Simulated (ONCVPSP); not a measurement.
# B (Z = 5): excitation energies, all-electron against ONCV

B (Z = 5), optimised norm-conserving Vanderbilt (ONCV), made with ONCVPSP 4.0.1 (PBE, scalar-relativistic). Core [He], reference 2s2 2p1. Waves: 2s: rc 1.70 bohr, ncon 5, nbas 10, qcut 4.5 1/bohr, 2 projectors, debl 3.8 Ha; 2p: rc 2.90 bohr, ncon 4, nbas 8, qcut 3.8 1/bohr, 3 projectors, debl 2.1 Ha; d scattering state at 0.28 Ha: rc 2.60 bohr, ncon 4, nbas 8, qcut 3.5 1/bohr, 2 projectors, debl 2 Ha. Local part: polynomial inside 1.35 bohr (lpopt 5, dvloc0 2 Ha). Core correction: none.

Energies are relative to the spin-unpolarised reference configuration 2s2 2p1; without spin polarisation the order of configurations can differ from experiment.

| valence configuration | charge | ΔE all-electron (eV) | error AE − PS (meV) |
| --- | --- | --- | --- |
| 2s1 2p0 | +2 | 33.642 | +327 |
| 2s2 2p0.5 | +0.5 | 2.887 | +16 |
| 2s1 2p1 | +1 | 14.360 | -44 |

(1) What are ΔE and the potential's error for 2s2 2p0?

Levels in the configuration 2s2 2p0:

```tsv
level	all-electron (eV)	pseudo (eV)
2s	-19.511	-19.344
```

Answers

(1) ΔE = 8.219 eV all-electron; the error (AE − PS) is +107 meV.
